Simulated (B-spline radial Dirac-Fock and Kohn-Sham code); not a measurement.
**Dipole and non-dipole photoemission parameters of Cl⁵⁺ 2p1/2**

System: the Cl⁵⁺ ion, [Ne] 3s2; threshold 297.9 eV (orbital energy of the model). Calculated with a radial B-spline solver, using Dirac-Hartree-Slater photoionisation with a Latter tail; cross sections with all multipoles, angular parameters from the dipole term and its interference with E2.

For linearly polarised light dσ/dΩ = σ/(4π) [1 + β P₂(cos θ) + (δ + γ cos²θ) sin θ cos φ], with θ from the polarisation vector and φ the angle between the beam and the projection of the electron momentum on the plane normal to the polarisation.

```tsv
hν (eV)	σ (kb)	β	γ	δ
347	586	1.329	-0.005	0.012
402	416	1.427	0.053	0.014
603	147	1.475	0.211	0.020
633	129	1.471	0.230	0.020
699	98.2	1.456	0.270	0.022
800	67.5	1.428	0.323	0.025
855	56.0	1.412	0.349	0.027
909	47.0	1.395	0.373	0.028
927	44.4	1.389	0.381	0.029
984	37.3	1.371	0.404	0.031
1160	22.9	1.315	0.469	0.037
1486.9	10.8	1.216	0.562	0.048
1580	8.92	1.190	0.584	0.051
1880	5.17	1.113	0.648	0.062
2550	1.93	0.969	0.753	0.086
2940	1.20	0.901	0.800	0.100
4000	0.424	0.756	0.894	0.136
6870	0.0630	0.528	1.045	0.219
8047.8	0.0355	0.470	1.089	0.249
10200	?	?	?	?
15000	0.00351	0.283	1.291	0.392
```

**Question.** Give the values at 10200 eV.

**Answer.** σ = 0.0149 kb, β = 0.392, γ = 1.161, δ = 0.299.
